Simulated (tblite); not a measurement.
A geometry optimisation, step by step.

Species: C4H8FO2Si (doublet state).
SMILES with atom numbers: `[CH3:1][O:2][Si:3]([F:4])/[CH:5]=[CH:6]\[CH2:7][OH:8]` (hydrogens: H9, H10, H11 on C1; H12 on C5; H13 on C6; H14, H15 on C7; H16 on O8)
Bond orders are those of one Lewis drawing.

Computed with GFN2-xTB (tblite), gas phase: L-BFGS steps from a force-field or distance-geometry start until the largest atomic force falls under 0.01 eV/Å. 10 of its 152 geometries are shown.

Step 0: E = -740.8265 eV, largest atomic force 2.027 eV/Å
```
atom  x, y, z in Å  |  force x, y, z in eV/Å
C1      1.898    0.215    1.858   -0.790   0.156   0.490
O2      0.882    0.911    1.116    1.207  -0.442  -0.161
Si3     1.076    1.017   -0.530   -1.532   0.802   1.057
F4      2.621    0.805   -0.876    0.937  -0.175  -0.113
C5      0.154   -0.347   -1.343   -0.801  -0.728  -0.123
C6     -1.132   -0.736   -1.250    0.710  -0.185  -0.411
C7     -2.281   -0.195   -0.453    0.687   0.630   0.387
O8     -1.952    0.959    0.306    0.105  -0.495   0.146
H9      1.985   -0.827    1.532    0.039   0.221  -0.078
H10     1.590    0.212    2.917    0.023   0.085  -0.370
H11     2.854    0.725    1.781    0.049  -0.033  -0.118
H12     0.806   -0.909   -2.010   -0.323  -0.010  -0.127
H13    -1.417   -1.598   -1.840   -0.132  -0.078  -0.042
H14    -2.651   -0.969    0.232   -0.071  -0.231  -0.099
H15    -3.099    0.075   -1.129    0.084   0.099   0.033
H16    -1.341    0.672    1.014   -0.192   0.385  -0.473
```

Step 17: E = -741.0838 eV, largest atomic force 0.117 eV/Å
```
atom  x, y, z in Å  |  force x, y, z in eV/Å
C1      1.907    0.216    1.932    0.006  -0.006  -0.044
O2      0.929    0.901    1.176    0.023  -0.089  -0.001
Si3     0.893    1.012   -0.456    0.004   0.036   0.029
F4      2.467    0.887   -0.910   -0.002   0.034   0.018
C5      0.121   -0.418   -1.380   -0.046   0.006   0.027
C6     -1.144   -0.818   -1.303   -0.008   0.016   0.028
C7     -2.212   -0.195   -0.451   -0.039  -0.011   0.007
O8     -1.837    0.957    0.250    0.065   0.028  -0.040
H9      1.989   -0.819    1.587    0.047   0.047   0.096
H10     1.600    0.233    2.980   -0.017   0.030  -0.109
H11     2.881    0.703    1.831   -0.092  -0.044  -0.013
H12     0.768   -0.893   -2.106   -0.013  -0.037   0.006
H13    -1.504   -1.654   -1.889    0.013   0.019  -0.031
H14    -2.628   -0.957    0.229    0.039  -0.024   0.012
H15    -3.030    0.117   -1.112    0.015   0.018  -0.004
H16    -1.208    0.738    0.947    0.005  -0.024   0.020
```

Step 34: E = -741.1006 eV, largest atomic force 0.034 eV/Å
```
atom  x, y, z in Å  |  force x, y, z in eV/Å
C1      1.895    0.205    1.938    0.011   0.002   0.003
O2      0.870    0.771    1.157    0.010  -0.012   0.011
Si3     0.859    0.998   -0.464    0.004  -0.009   0.014
F4      2.445    0.968   -0.896   -0.003  -0.023   0.019
C5      0.118   -0.435   -1.411   -0.014   0.008   0.001
C6     -1.150   -0.820   -1.327   -0.003  -0.005   0.003
C7     -2.188   -0.178   -0.451   -0.006  -0.009  -0.017
O8     -1.758    0.968    0.233    0.005  -0.028   0.011
H9      2.034   -0.849    1.686    0.000   0.014   0.000
H10     1.596    0.291    2.983    0.006   0.021  -0.007
H11     2.838    0.731    1.784   -0.010   0.000  -0.013
H12     0.764   -0.927   -2.126   -0.019   0.018  -0.014
H13    -1.531   -1.647   -1.912    0.010   0.001  -0.010
H14    -2.587   -0.936    0.242   -0.003   0.034   0.000
H15    -3.019    0.153   -1.084   -0.002  -0.016  -0.025
H16    -1.194    0.719    0.973    0.014   0.004   0.024
```

Step 50: E = -741.1058 eV, largest atomic force 0.045 eV/Å
```
atom  x, y, z in Å  |  force x, y, z in eV/Å
C1      1.907    0.222    1.948    0.014   0.006   0.023
O2      0.837    0.690    1.168   -0.024   0.005   0.018
Si3     0.845    0.969   -0.447   -0.016   0.012  -0.011
F4      2.444    0.913   -0.829    0.013  -0.007  -0.033
C5      0.103   -0.428   -1.443   -0.016  -0.019  -0.007
C6     -1.161   -0.823   -1.351   -0.010   0.008   0.017
C7     -2.183   -0.179   -0.459   -0.009   0.004  -0.002
O8     -1.720    0.948    0.237   -0.024  -0.007   0.009
H9      2.069   -0.844    1.770    0.007  -0.006  -0.002
H10     1.644    0.378    2.994    0.006   0.016   0.030
H11     2.824    0.762    1.717    0.025  -0.004   0.004
H12     0.745   -0.888   -2.182   -0.002  -0.027  -0.004
H13    -1.550   -1.641   -1.944    0.014   0.039  -0.017
H14    -2.603   -0.929    0.229    0.014   0.002  -0.019
H15    -3.006    0.181   -1.090    0.001  -0.007  -0.006
H16    -1.202    0.678    1.005    0.007  -0.016   0.000
```

Step 67: E = -741.1159 eV, largest atomic force 0.034 eV/Å
```
atom  x, y, z in Å  |  force x, y, z in eV/Å
C1      1.970    0.281    2.006    0.020  -0.011   0.007
O2      0.856    0.584    1.208    0.020  -0.009   0.022
Si3     0.846    0.884   -0.404   -0.003   0.029  -0.002
F4      2.438    0.804   -0.811    0.021   0.012  -0.006
C5      0.073   -0.447   -1.457   -0.024  -0.003  -0.016
C6     -1.210   -0.785   -1.428   -0.012   0.019   0.003
C7     -2.219   -0.183   -0.492   -0.015  -0.003  -0.007
O8     -1.727    0.872    0.292    0.000  -0.026  -0.003
H9      2.153   -0.796    1.998   -0.017   0.013   0.012
H10     1.754    0.606    3.025   -0.006   0.004  -0.023
H11     2.864    0.789    1.643    0.001   0.000   0.022
H12     0.710   -0.876   -2.217   -0.006  -0.014  -0.027
H13    -1.621   -1.519   -2.109    0.006  -0.010   0.032
H14    -2.656   -0.978    0.133    0.004   0.016  -0.005
H15    -3.033    0.244   -1.090    0.013   0.006  -0.006
H16    -1.207    0.529    1.028   -0.004  -0.022  -0.002
```

Step 84: E = -741.1219 eV, largest atomic force 0.038 eV/Å
```
atom  x, y, z in Å  |  force x, y, z in eV/Å
C1      2.010    0.318    2.048   -0.001   0.024  -0.017
O2      0.902    0.437    1.197    0.003  -0.021   0.006
Si3     0.853    0.836   -0.392   -0.017   0.017   0.029
F4      2.436    0.790   -0.842    0.013   0.000   0.006
C5      0.046   -0.441   -1.487   -0.035  -0.015   0.002
C6     -1.242   -0.761   -1.466   -0.008  -0.013   0.033
C7     -2.243   -0.179   -0.511    0.013   0.005  -0.001
O8     -1.710    0.776    0.367    0.004   0.027   0.012
H9      2.209   -0.740    2.242   -0.018   0.003  -0.022
H10     1.776    0.817    2.990   -0.015   0.012   0.002
H11     2.902    0.771    1.614   -0.001  -0.018  -0.021
H12     0.665   -0.850   -2.273    0.026  -0.007   0.001
H13    -1.661   -1.472   -2.166   -0.006   0.016  -0.004
H14    -2.750   -0.987    0.040    0.023   0.009  -0.029
H15    -3.008    0.350   -1.093    0.007  -0.012   0.002
H16    -1.194    0.344    1.056    0.012  -0.027   0.000
```

Step 101: E = -741.1283 eV, largest atomic force 0.029 eV/Å
```
atom  x, y, z in Å  |  force x, y, z in eV/Å
C1      2.041    0.362    2.068   -0.011   0.000   0.007
O2      0.962    0.218    1.189    0.021   0.006  -0.016
Si3     0.841    0.775   -0.349   -0.002   0.011   0.011
F4      2.412    0.804   -0.849   -0.007   0.003  -0.001
C5      0.021   -0.443   -1.498    0.002  -0.005   0.006
C6     -1.276   -0.727   -1.506   -0.001   0.010  -0.006
C7     -2.258   -0.163   -0.523   -0.001  -0.007  -0.001
O8     -1.673    0.626    0.478    0.013  -0.007  -0.008
H9      2.234   -0.604    2.539   -0.024   0.007  -0.004
H10     1.782    1.094    2.838    0.005  -0.002  -0.001
H11     2.941    0.693    1.550    0.011  -0.010  -0.005
H12     0.643   -0.830   -2.292    0.006  -0.006  -0.010
H13    -1.712   -1.384   -2.247    0.000   0.003  -0.001
H14    -2.856   -0.977   -0.087   -0.003  -0.003   0.003
H15    -2.947    0.501   -1.059    0.002  -0.005   0.001
H16    -1.165    0.063    1.074   -0.011   0.005   0.026
```

Step 117: E = -741.1300 eV, largest atomic force 0.018 eV/Å
```
atom  x, y, z in Å  |  force x, y, z in eV/Å
C1      2.047    0.373    2.071    0.000  -0.008  -0.008
O2      0.983    0.185    1.183   -0.003   0.003  -0.003
Si3     0.831    0.767   -0.340    0.002  -0.001  -0.001
F4      2.395    0.827   -0.864    0.003   0.005   0.007
C5      0.018   -0.442   -1.504   -0.001   0.004   0.000
C6     -1.279   -0.721   -1.518    0.004  -0.009   0.002
C7     -2.254   -0.164   -0.523    0.005  -0.006  -0.009
O8     -1.652    0.575    0.506   -0.001   0.016   0.001
H9      2.192   -0.555    2.627   -0.008   0.001   0.010
H10     1.802    1.177    2.769    0.006   0.000  -0.001
H11     2.969    0.625    1.547    0.001  -0.004  -0.009
H12     0.642   -0.818   -2.304   -0.005  -0.001   0.004
H13    -1.721   -1.365   -2.267    0.008   0.008   0.002
H14    -2.878   -0.973   -0.117   -0.008  -0.008  -0.005
H15    -2.917    0.539   -1.042   -0.017  -0.002  -0.001
H16    -1.184   -0.023    1.100    0.015   0.002   0.010
```

Step 134: E = -741.1334 eV, largest atomic force 0.051 eV/Å
```
atom  x, y, z in Å  |  force x, y, z in eV/Å
C1      2.032    0.343    2.053    0.013  -0.010   0.048
O2      0.931    0.278    1.194    0.003  -0.004   0.012
Si3     0.819    0.826   -0.345   -0.009   0.013  -0.010
F4      2.393    0.867   -0.834   -0.004  -0.002   0.000
C5      0.031   -0.406   -1.503    0.001  -0.004  -0.011
C6     -1.257   -0.727   -1.506   -0.004  -0.013  -0.011
C7     -2.248   -0.192   -0.515    0.020   0.005   0.000
O8     -1.678    0.621    0.475   -0.002   0.013   0.008
H9      2.047   -0.571    2.651    0.010   0.014  -0.011
H10     1.929    1.204    2.721    0.006  -0.014  -0.034
H11     2.969    0.429    1.501   -0.012   0.003   0.015
H12     0.660   -0.773   -2.301    0.003  -0.002  -0.004
H13    -1.678   -1.395   -2.246   -0.002   0.015   0.011
H14    -2.814   -1.022   -0.068   -0.015  -0.001  -0.012
H15    -2.962    0.449   -1.049   -0.005  -0.020   0.008
H16    -1.180    0.078    1.097   -0.004   0.007  -0.009
```

Step 151: E = -741.1340 eV, largest atomic force 0.007 eV/Å
```
atom  x, y, z in Å  |  force x, y, z in eV/Å
C1      2.039    0.340    2.056    0.002   0.002   0.002
O2      0.934    0.266    1.200   -0.001  -0.005   0.001
Si3     0.813    0.827   -0.335    0.004  -0.001  -0.004
F4      2.387    0.877   -0.828    0.001  -0.001  -0.001
C5      0.030   -0.398   -1.505    0.001  -0.002   0.001
C6     -1.257   -0.722   -1.511    0.001   0.003  -0.006
C7     -2.251   -0.199   -0.517    0.004  -0.002  -0.001
O8     -1.687    0.616    0.476   -0.001   0.004   0.004
H9      2.024   -0.539    2.701   -0.004  -0.003   0.000
H10     1.968    1.240    2.672   -0.001   0.003   0.001
H11     2.976    0.364    1.499    0.001   0.002  -0.002
H12     0.662   -0.756   -2.305   -0.005   0.003   0.001
H13    -1.677   -1.382   -2.258    0.000   0.002   0.003
H14    -2.810   -1.037   -0.074   -0.002   0.001   0.001
H15    -2.973    0.435   -1.046    0.001  -0.005  -0.002
H16    -1.186    0.075    1.097    0.002  -0.001   0.001
```

**Question.** Summarise the path.

**Answer.** The energy falls by 7.09 kcal/mol from step 0 to step 151; nine tenths of that is first reached at step 42. It falls at every step. The largest force goes from 2.027 to 0.007 eV/Å. Among the bonds Si3–F4 changes most, from 1.597 to 1.649 Å; the atoms move by 0.563 Å rms after alignment.

**Question.** Follow the three bonds and two angles with the largest change from start to end.

**Answer.** 
```json
{"step": "0", "E above end (kcal/mol)": "7.09", "largest force (eV/Å)": "2.027", "Si3–F4 (Å)": "1.597", "C1–O2 (Å)": "1.437", "Si3–C5 (Å)": "1.836", "C1–O2–Si3 (°)": "117.4", "C5–C6–C7 (°)": "131.6"}
{"step": "7", "E above end (kcal/mol)": "2.29", "largest force (eV/Å)": "0.369", "Si3–F4 (Å)": "1.634", "C1–O2 (Å)": "1.413", "Si3–C5 (Å)": "1.873", "C1–O2–Si3 (°)": "124.9", "C5–C6–C7 (°)": "128.0"}
{"step": "13", "E above end (kcal/mol)": "1.45", "largest force (eV/Å)": "0.233", "Si3–F4 (Å)": "1.644", "C1–O2 (Å)": "1.404", "Si3–C5 (Å)": "1.872", "C1–O2–Si3 (°)": "125.0", "C5–C6–C7 (°)": "127.0"}
{"step": "20", "E above end (kcal/mol)": "1.03", "largest force (eV/Å)": "0.098", "Si3–F4 (Å)": "1.645", "C1–O2 (Å)": "1.410", "Si3–C5 (Å)": "1.871", "C1–O2–Si3 (°)": "126.2", "C5–C6–C7 (°)": "125.4"}
{"step": "26", "E above end (kcal/mol)": "0.89", "largest force (eV/Å)": "0.082", "Si3–F4 (Å)": "1.644", "C1–O2 (Å)": "1.409", "Si3–C5 (Å)": "1.869", "C1–O2–Si3 (°)": "127.2", "C5–C6–C7 (°)": "124.7"}
{"step": "33", "E above end (kcal/mol)": "0.78", "largest force (eV/Å)": "0.043", "Si3–F4 (Å)": "1.642", "C1–O2 (Å)": "1.407", "Si3–C5 (Å)": "1.872", "C1–O2–Si3 (°)": "127.7", "C5–C6–C7 (°)": "124.9"}
{"step": "39", "E above end (kcal/mol)": "0.74", "largest force (eV/Å)": "0.045", "Si3–F4 (Å)": "1.643", "C1–O2 (Å)": "1.406", "Si3–C5 (Å)": "1.870", "C1–O2–Si3 (°)": "127.3", "C5–C6–C7 (°)": "124.8"}
{"step": "46", "E above end (kcal/mol)": "0.68", "largest force (eV/Å)": "0.038", "Si3–F4 (Å)": "1.645", "C1–O2 (Å)": "1.406", "Si3–C5 (Å)": "1.870", "C1–O2–Si3 (°)": "126.9", "C5–C6–C7 (°)": "124.7"}
{"step": "53", "E above end (kcal/mol)": "0.63", "largest force (eV/Å)": "0.048", "Si3–F4 (Å)": "1.647", "C1–O2 (Å)": "1.406", "Si3–C5 (Å)": "1.871", "C1–O2–Si3 (°)": "126.7", "C5–C6–C7 (°)": "124.2"}
{"step": "59", "E above end (kcal/mol)": "0.53", "largest force (eV/Å)": "0.055", "Si3–F4 (Å)": "1.646", "C1–O2 (Å)": "1.404", "Si3–C5 (Å)": "1.869", "C1–O2–Si3 (°)": "126.9", "C5–C6–C7 (°)": "124.1"}
{"step": "66", "E above end (kcal/mol)": "0.43", "largest force (eV/Å)": "0.041", "Si3–F4 (Å)": "1.645", "C1–O2 (Å)": "1.405", "Si3–C5 (Å)": "1.865", "C1–O2–Si3 (°)": "127.0", "C5–C6–C7 (°)": "124.2"}
{"step": "72", "E above end (kcal/mol)": "0.38", "largest force (eV/Å)": "0.053", "Si3–F4 (Å)": "1.648", "C1–O2 (Å)": "1.404", "Si3–C5 (Å)": "1.868", "C1–O2–Si3 (°)": "127.6", "C5–C6–C7 (°)": "124.2"}
{"step": "79", "E above end (kcal/mol)": "0.33", "largest force (eV/Å)": "0.037", "Si3–F4 (Å)": "1.648", "C1–O2 (Å)": "1.402", "Si3–C5 (Å)": "1.868", "C1–O2–Si3 (°)": "128.5", "C5–C6–C7 (°)": "124.3"}
{"step": "85", "E above end (kcal/mol)": "0.27", "largest force (eV/Å)": "0.053", "Si3–F4 (Å)": "1.647", "C1–O2 (Å)": "1.403", "Si3–C5 (Å)": "1.866", "C1–O2–Si3 (°)": "129.1", "C5–C6–C7 (°)": "124.2"}
{"step": "92", "E above end (kcal/mol)": "0.21", "largest force (eV/Å)": "0.060", "Si3–F4 (Å)": "1.647", "C1–O2 (Å)": "1.400", "Si3–C5 (Å)": "1.865", "C1–O2–Si3 (°)": "129.2", "C5–C6–C7 (°)": "124.0"}
{"step": "98", "E above end (kcal/mol)": "0.15", "largest force (eV/Å)": "0.039", "Si3–F4 (Å)": "1.648", "C1–O2 (Å)": "1.399", "Si3–C5 (Å)": "1.866", "C1–O2–Si3 (°)": "128.3", "C5–C6–C7 (°)": "123.8"}
{"step": "105", "E above end (kcal/mol)": "0.12", "largest force (eV/Å)": "0.030", "Si3–F4 (Å)": "1.649", "C1–O2 (Å)": "1.398", "Si3–C5 (Å)": "1.865", "C1–O2–Si3 (°)": "127.5", "C5–C6–C7 (°)": "123.7"}
{"step": "112", "E above end (kcal/mol)": "0.10", "largest force (eV/Å)": "0.027", "Si3–F4 (Å)": "1.650", "C1–O2 (Å)": "1.398", "Si3–C5 (Å)": "1.865", "C1–O2–Si3 (°)": "127.8", "C5–C6–C7 (°)": "123.5"}
{"step": "118", "E above end (kcal/mol)": "0.09", "largest force (eV/Å)": "0.023", "Si3–F4 (Å)": "1.650", "C1–O2 (Å)": "1.399", "Si3–C5 (Å)": "1.865", "C1–O2–Si3 (°)": "127.8", "C5–C6–C7 (°)": "123.4"}
{"step": "125", "E above end (kcal/mol)": "0.07", "largest force (eV/Å)": "0.045", "Si3–F4 (Å)": "1.650", "C1–O2 (Å)": "1.398", "Si3–C5 (Å)": "1.864", "C1–O2–Si3 (°)": "127.8", "C5–C6–C7 (°)": "123.5"}
{"step": "131", "E above end (kcal/mol)": "0.03", "largest force (eV/Å)": "0.048", "Si3–F4 (Å)": "1.649", "C1–O2 (Å)": "1.398", "Si3–C5 (Å)": "1.865", "C1–O2–Si3 (°)": "128.1", "C5–C6–C7 (°)": "123.4"}
{"step": "138", "E above end (kcal/mol)": "0.01", "largest force (eV/Å)": "0.013", "Si3–F4 (Å)": "1.649", "C1–O2 (Å)": "1.399", "Si3–C5 (Å)": "1.866", "C1–O2–Si3 (°)": "128.0", "C5–C6–C7 (°)": "123.6"}
{"step": "144", "E above end (kcal/mol)": "0.00", "largest force (eV/Å)": "0.011", "Si3–F4 (Å)": "1.650", "C1–O2 (Å)": "1.399", "Si3–C5 (Å)": "1.866", "C1–O2–Si3 (°)": "127.9", "C5–C6–C7 (°)": "123.6"}
{"step": "151", "E above end (kcal/mol)": "0.00", "largest force (eV/Å)": "0.007", "Si3–F4 (Å)": "1.649", "C1–O2 (Å)": "1.399", "Si3–C5 (Å)": "1.866", "C1–O2–Si3 (°)": "127.8", "C5–C6–C7 (°)": "123.6"}
```

The cost below is that of the whole relaxation. Hardware: Arm Neoverse V2, one thread (shared host). Cost: 0.92 s of wall time.
